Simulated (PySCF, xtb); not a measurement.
Hf(Cl)3(OH)(OH2) (Cl₃H₃HfO₂), SMILES [Cl][Hf]([Cl])([OH])([Cl])<-[OH2], multiplicity 1. Other conformers were not sampled.

Harmonic wavenumbers (cm⁻¹) from GFN2-xTB (xtb) at its own minimum, in rising order: 28, 61, 65, 102, 103, 117, 133, 179, 203, 241, 253, 294, 302, 350, 366, 485, 602, 1422, 3418, 3455, 3525.

### Question
What does PBE0-D3(BJ)/def2-SVP (PySCF) give at its own minimum? (Estimate from the structure and the level; the computed values follow.)

### Answer
54, 92, 106, 129, 142, 160, 168, 264, 265, 290, 295, 354, 363, 373, 422, 573, 742, 1572, 3799, 3902, 4025. Paired by order, the mean absolute difference is 114 cm⁻¹ and the zero-point energies are 22.4 and 25.9 kcal/mol.
